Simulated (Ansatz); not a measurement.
Ansatz results at the PBE0-D4/def2-TZVP geometry: size of the dipole moment (B3LYP/def2-TZVPP) 1.23 D; HOMO energy (PBE0/def2-TZVPP) -6.68 eV; HOMO–LUMO gap (ωB97M-V/def2-TZVPP) 9.36 eV.

Each molecule was computed in one conformer, which needn't be the lowest.

Problem. Which molecule gave them?
A. `[SiH3]/N=C\[SiH2][SiH3]`
B. `N[Si@@H]1C[Si@H]1[SiH3]`
C. `CB(C)OC=O`
D. `[SiH2]1[SiH2][SnH2]1`

Solution. A. The others give `CB(C)OC=O`: 1.73, -8.29, 12.08; `[SiH2]1[SiH2][SnH2]1`: 0.04, -6.45, 9.17; `N[Si@@H]1C[Si@H]1[SiH3]`: 1.72, -6.05, 9.32.

B3LYP here is the variant with VWN-RPA as its local correlation; programs differ in this.
